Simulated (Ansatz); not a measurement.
Ansatz (a program for electronic structure) input (RPA@PBE/cc-pV(T+d)Z):
A basis named .json is the Basis Set Exchange file of that set.

Ansatz 0.2 input:
```yaml
crystal:
  periodic: [false, false, false]
  atoms:
    - {symbol: C, position_ang: [-1.52963259, -1.19362612, -0.17104352]}
    - {symbol: Al, position_ang: [-0.00366969, 0.01975631, 0.00404828]}
    - {symbol: C, position_ang: [1.85559492, -0.56124168, -0.18854794]}
    - {symbol: N, position_ang: [-0.32191036, 1.73305337, 0.35512145]}
    - {symbol: H, position_ang: [-1.47023985, -2.01246488, 0.55246861]}
    - {symbol: H, position_ang: [-2.48758291, -0.69054290, -0.02063984]}
    - {symbol: H, position_ang: [-1.55401400, -1.65871213, -1.16135101]}
    - {symbol: H, position_ang: [2.56789068, 0.25819377, -0.06795319]}
    - {symbol: H, position_ang: [2.10894281, -1.32883151, 0.54917089]}
    - {symbol: H, position_ang: [2.03142644, -1.00876851, -1.17155213]}
    - {symbol: H, position_ang: [0.38583600, 2.44279702, 0.46449233]}
    - {symbol: H, position_ang: [-1.23695475, 2.13933026, 0.47443528]}
basis:
  gaussian:
    orbitals: cc-pV_T+d_Z.json
hamiltonian:
  xc: pbe
magnetization: {spin_polarized: false}
correlation: {method: rpa, electrons: outside_noble_gas}
```

End of the output:

```
integrals: 0.46 GiB planned
1354 factors; integrals over basis functions are off by at most 9.8e-4 eV
0.34 GiB of the device are held for the grids
1.31 GiB of device memory are held for the factors and their scratch space
mean field: 1.45 GiB planned
mean field evaluation 1: about -10259.3935 eV, gradient 1.1e2 eV
mean field evaluation 2: about -10259.3928 eV, gradient 1.1e2 eV
mean field evaluation 4: about -10282.6460 eV, gradient 3.8e1 eV
mean field evaluation 8: about -10285.8989 eV, gradient 5.4e-1 eV
mean field evaluation 16: about -10285.8997 eV, gradient 2.6e-5 eV
mean field evaluation 32: about -10234.9617 eV, gradient 6.9e1 eV
mean field -10285.89974385 eV, -377.9998435532 hartree, gradient 6.4e-6 eV, S^2 0.000000; 0 other end points of the search recorded, 0 dependent functions left out
8 core orbitals not correlated
reference -10254.40734698 eV, -376.8425193147 hartree; 12, 12 occupied and 221, 221 virtual orbitals, 1354 factors
Total energy: -10284.88753131 eV, -377.9626454285 hartree
```
